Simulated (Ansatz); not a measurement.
B3P3H12, a cluster cut from wurtzite BP (hydrogen-capped), relaxed as a singlet with RKS r2SCAN-D4/def2-SVP in Ansatz, starting from the GFN2-xTB geometry. Force threshold 0.02 eV/Å.

Start:

```xyz
18

B    -1.250    0.840    1.255
B    -0.499   -1.767   -0.693
B     1.912    0.320    0.312
P    -1.719   -0.358   -0.186
P     0.472    1.538    0.727
P     1.154   -0.832   -1.042
H    -2.994   -0.873    0.014
H    -2.055    0.390   -1.315
H    -2.048    1.713    1.358
H    -1.102    0.192    2.245
H     0.299    2.431   -0.331
H     0.896    2.497    1.638
H    -0.880   -2.336   -1.663
H    -0.333   -2.473    0.254
H     1.040   -0.122   -2.238
H     2.115   -1.721   -1.508
H     2.131   -0.340    1.280
H     2.860    0.901   -0.106
```

Problem. Estimate the energy that the relaxation releases and the steps that it takes.

Solution. 0.19 eV, in 5 steps; 15 s on 4 threads of Arm Neoverse V1 on a shared host. No frequencies were taken in this run, so the end may be a saddle point.

Problem. Does the start keep its bonding and symmetry?

Solution. By distances, no bond broke or formed. The bond that changes most is P6–H16, from 1.39 to 1.42 Å (atoms count from 1). Point group C3v at the start, C3v at the end, both within 0.05 Å.

Problem. Predict the relaxed structure.

Solution. 
```tsv
atom	x (Å)	y (Å)	z (Å)
B1	-1.2618	0.8761	1.2059
B2	-0.5081	-1.7334	-0.7423
B3	1.9030	0.3544	0.2615
P4	-1.7813	-0.3596	-0.2075
P5	0.4845	1.6016	0.7382
P6	1.1931	-0.8519	-1.0934
H7	-2.9918	-0.9910	0.1700
H8	-2.2437	0.3563	-1.3452
H9	-2.0845	1.7585	1.3479
H10	-1.0768	0.1859	2.1932
H11	0.3516	2.6042	-0.2606
H12	0.9376	2.4088	1.8103
H13	-0.8992	-2.3454	-1.7160
H14	-0.3255	-2.4156	0.2510
H15	1.1643	-0.2093	-2.3610
H16	2.1661	-1.8448	-1.3651
H17	2.0822	-0.3330	1.2517
H18	2.8902	0.9383	-0.1387
```
Bond lengths: 6 × B–P 1.95 Å; 6 × H–P 1.42 Å; 6 × B–H 1.21 to 1.22 Å.
